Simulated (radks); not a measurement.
Be3+, configuration 1s1. All-electron calculation, scalar-relativistic Kohn-Sham, BLYP, spin-polarised, spherical densities, finite nucleus; open shells are filled with parallel spins first; Fermi nuclear charge, rms radius 2.519 fm. Program: a radial shooting solver on a logarithmic mesh with Libxc functionals.

Radial electron density D(r) = 4 pi r^2 rho(r):

| r (bohr) | D(r) (e/bohr) |
|---|---|
| 0.01575 | 0.05677 |
| 0.01833 | 0.07533 |
| 0.02134 | 0.09962 |
| 0.02484 | 0.1312 |
| 0.02892 | 0.1721 |
| 0.03367 | 0.2244 |
| 0.0392 | 0.2907 |
| 0.04563 | 0.3740 |
| 0.05312 | 0.4769 |
| 0.06185 | 0.6022 |
| 0.072 | 0.7516 |
| 0.08382 | 0.9256 |
| 0.0968 | 1.111 |
| 0.1127 | 1.324 |
| 0.1312 | 1.545 |
| 0.1527 | 1.759 |
| 0.1778 | 1.947 |
| 0.207 | 2.085 |
| 0.241 | 2.150 |
| 0.2805 | 2.120 |
| 0.3266 | 1.986 |
| 0.3802 | 1.753 |
| 0.4426 | 1.444 |
| 0.5152 | 1.098 |
| 0.595 | 0.7779 |
| 0.6927 | 0.4870 |
| 0.8064 | 0.2695 |
| 0.9388 | 0.1292 |
| 1.093 | 0.05246 |
| 1.272 | 0.01757 |
| 1.481 | 0.004704 |

D(r) has 1 maximum, at r = 0.249 bohr.
